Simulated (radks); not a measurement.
Results of a calculation; reference values are marked as such.
Numerical settings for the lithium ion Li+, [He]. Level of theory: scalar-relativistic Kohn-Sham, PBE, spin-polarised, spherical densities, point nucleus (a radial shooting solver on a logarithmic mesh with Libxc functionals). The defaults (mesh step 0.008 in ln r, mesh end at 40 bohr or more with all orbitals vanishing there, Anderson mixing 0.5 over 9 steps, residual threshold near 1e-9 with the energy settled to 1e-9 hartree or 1e-11 of itself, here a cap of 91 iterations) give E = -7.2576 hartree and 1s at -60.415 eV in 13 iterations. Run on one thread of a shared host, so times are rough (Arm Neoverse N1): 0.06 s of CPU time, 0.06 s wall, 13 iterations on 2476 mesh points. Changes against that run (0 stands for a change within the tolerance of the run):

| setting | iterations | converged | E (mhartree) | e(1s) (meV) | CPU (s) |
|---|---|---|---|---|---|
| mesh step in ln r 0.02 | 13 | yes | 0 | 0 | 0.03 |
| mesh step in ln r 0.05 | 13 | yes | 0 | 0 | 0.02 |
| mesh step in ln r 0.012 | 13 | yes | 0 | 0 | 0.05 |
| mesh end (bohr) 1 | 13 | yes | +1.97e+03 | +4.15e+04 | 0.06 |
| mesh end (bohr) 20 | 13 | yes | 0 | 0 | 0.06 |
| residual threshold 0.01 | 7 | yes | 0 | -0.521 | 0.04 |
| residual threshold 1e-13 | 19 | yes | 0 | 0 | 0.09 |
| mixing 0.05 | 15 | yes | 0 | 0 | 0.07 |
| linear mixing, mixing 0.5 | 31 | yes | 0 | 0 | 0.12 |
| linear mixing, mixing 0.05 | 91 | no | +0.000838 | -219 | 0.36 |
| mixing history 2 | 21 | yes | 0 | 0 | 0.09 |
| iteration cap 5 | 5 | no | 0 | +5.88 | 0.02 |

Settings that end as converged yet miss the energy by more than 1 mhartree: mesh end (bohr) 1 (+1.97 hartree). A mesh that ends early acts as a hard wall.
